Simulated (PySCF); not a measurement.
# Computed records: BFH4Si2, BFH4NSi, AlBF2H3

Computed with PySCF 2.14.0. Calculation on a computer-drawn molecule: optimised geometry and harmonic frequencies of an isolated molecule of the commonest isotopes, restricted reference for singlets and unrestricted otherwise, frozen core in MP2.

Common to all runs: multiplicity 1; method HF.

```yaml
- entry: 1
  formula: BFH4Si2
  start_structure:
    atoms_angstrom:
      - [F, 1.0504, 2.0634, -2.2176]
      - [B, 1.7279, 1.3022, -1.3729]
      - [Si, 0.7892, 0.4934, 0.1911]
      - [Si, -0.5823, -1.281, -0.1956]
      - [H, 2.8443, 0.9886, -1.729]
      - [H, -0.0692, 1.4878, 0.8966]
      - [H, 1.7061, 0.0383, 1.2389]
      - [H, 0.0034, -1.9812, -1.3893]
  given:
    charge: 0
    basis: "cc-pV(D+d)Z"
    drawn_bonds_atom: [1, 2, 3, 2, 3, 3, 4]
    drawn_bonds_other_atom: [2, 3, 4, 5, 6, 7, 8]
    drawn_bonds_order: [1, 1, 1, 1, 1, 1, 1]
  results:
    optimised_atom_element: [F, B, Si, Si, H, H, H, H]
    "optimised_atom_x [angstrom]": [1.104, 1.675, 0.7086, -0.7519, 2.727, -0.02646, 1.707, 0.3269]
    "optimised_atom_y [angstrom]": [2.215, 1.261, 0.5326, -1.309, 0.8384, 1.601, -0.0633, -1.964]
    "optimised_atom_z [angstrom]": [-2.149, -1.414, 0.233, -0.3577, -1.813, 0.9563, 1.167, -1.201]
    "modes_frequency [cm^-1]": [40.79, 128.7, 155.5, 259.3, 366.7, 438.8, 572.2, 629.4, 730.8, 811.0, 883.8, 1009, 1155, 1314, 2137, 2257, 2290, 2707]
    "modes_reduced_mass [dalton]": [7.522, 2.608, 1.135, 3.346, 2.299, 2.054, 1.892, 1.098, 1.798, 1.171, 1.48, 1.055, 1.441, 4.281, 1.042, 1.04, 1.04, 1.092]
    "rotational_constants [GHz]": [8.052, 1.903, 1.673]
    "total_energy [hartree]": -704.2951
    "convergence_status_largest_gradient_component [hartree/bohr]": 3.224e-05
- entry: 2
  formula: BFH4NSi
  start_structure:
    atoms_angstrom:
      - [F, -0.552, 2.8425, 0.9227]
      - [B, 0.3341, 2.0804, 0.4247]
      - ["N", 1.0855, 1.1163, -0.0579]
      - [Si, 0.6054, -0.6198, -0.4173]
      - [H, 2.049, 1.2156, -0.358]
      - [H, 0.736, -0.7239, -1.84]
      - [H, 1.5751, -1.3411, 0.4737]
      - [H, -0.84, -0.7335, 0.0799]
  given:
    charge: 1
    basis: "cc-pV(D+d)Z"
    drawn_bonds_atom: [1, 2, 3, 3, 4, 4, 4]
    drawn_bonds_other_atom: [2, 3, 4, 5, 6, 7, 8]
    drawn_bonds_order: [1, 1, 1, 1, 1, 1, 1]
  results:
    optimised_atom_element: [F, B, "N", Si, H, H, H, H]
    "optimised_atom_x [angstrom]": [-0.4631, 0.2897, 1.053, 0.6004, 1.997, 0.7689, 1.539, -0.7911]
    "optimised_atom_y [angstrom]": [2.912, 2.052, 1.12, -0.6652, 1.395, -0.8283, -1.436, -0.7125]
    "optimised_atom_z [angstrom]": [0.9282, 0.4402, -0.07063, -0.3963, -0.3181, -1.84, 0.42, 0.06481]
    "modes_frequency [cm^-1]": [114.8, 129.2, 440.7, 457.7, 527.7, 595.2, 745.1, 781.9, 1005, 1011, 1024, 1059, 1264, 2015, 2391, 2418, 2429, 3689]
    "modes_reduced_mass [dalton]": [1.258, 5.84, 1.391, 8.196, 3.533, 2.354, 1.234, 1.733, 1.201, 1.051, 1.062, 2.285, 1.544, 11.15, 1.021, 1.048, 1.056, 1.075]
    "rotational_constants [GHz]": [25.92, 2.432, 2.285]
    "total_energy [hartree]": -469.6709
    "convergence_status_largest_gradient_component [hartree/bohr]": 2.612e-05
- entry: 3
  formula: AlBF2H3
  start_structure:
    atoms_angstrom:
      - [F, 1.5013, -1.1159, 1.1335]
      - [B, 0.6571, -0.4648, 0.3883]
      - [Al, -1.3102, -1.0099, -0.1621]
      - [F, -1.4923, -1.2634, -1.8575]
      - [H, 1.1109, 0.6382, 0.0762]
      - [H, -2.3028, 0.2488, 0.2431]
      - [H, -1.9376, -2.3221, 0.5679]
  given:
    charge: -1
    basis: "aug-cc-pV(D+d)Z"
    drawn_bonds_atom: [1, 2, 3, 2, 3, 3]
    drawn_bonds_other_atom: [2, 3, 4, 5, 6, 7]
    drawn_bonds_order: [1, 1, 1, 1, 1, 1]
  results:
    optimised_atom_element: [F, B, Al, F, H, H, H]
    "optimised_atom_x [angstrom]": [1.152, 0.6754, -1.41, -1.591, 1.583, -2.454, -1.729]
    "optimised_atom_y [angstrom]": [-0.4326, -0.4414, -0.9801, -0.8675, -0.112, 0.06505, -2.52]
    "optimised_atom_z [angstrom]": [1.629, 0.3359, -0.1571, -1.857, -0.4245, 0.5561, 0.3077]
    "modes_frequency [cm^-1]": [40.47, 137.6, 260.4, 349.2, 529.9, 605.3, 686.0, 772.1, 789.9, 821.5, 1089, 1224, 1683, 1745, 2450]
    "modes_reduced_mass [dalton]": [3.084, 6.564, 12.07, 1.164, 4.45, 1.143, 5.307, 1.312, 1.649, 1.089, 3.541, 1.543, 1.05, 1.026, 1.087]
    "rotational_constants [GHz]": [17.01, 2.269, 2.062]
    "total_energy [hartree]": -467.3864
    "convergence_status_largest_gradient_component [hartree/bohr]": 1.454e-05
```
